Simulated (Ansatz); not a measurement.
```yaml
atoms:
  - { symbol: O, position_ang: [-1.3396, -0.1445, 0.0000] }
  - { symbol: H, position_ang: [-1.7527, 0.6381, 0.0000] }
  - { symbol: H, position_ang: [-0.4747, 0.0808, 0.0000] }
  - { symbol: O, position_ang: [1.2636, 0.1489, 0.0000] }
  - { symbol: H, position_ang: [1.4176, -0.3771, -0.6978] }
  - { symbol: H, position_ang: [1.4176, -0.3771, 0.6978] }
```

Basis set: 6-31G* (spherical functions). Left uncorrelated: 2 orbitals. Charge 0, multiplicity 1.

Computed with Ansatz (development build ahead of 0.2.0); each method stands on the lowest determinant of its kind that the runs found. Restricted open shells among the atoms or ions are ROHF, correlated in semicanonical orbitals with singles.

(1) Give the atomization energy at this shape (free ground-state atoms in the same class of orbitals less the molecule, no zero-point energy) of singlet H₄O₂ by RHF-MP2, RHF.

Answers

(1)

| method | atomization energy |
| --- | --- |
| RHF-MP2 | 386.81 kcal/mol |
| RHF | 285.67 kcal/mol |

Caution: no unrestricted run beside it, a lower state can exist; the shape is not the minimum.
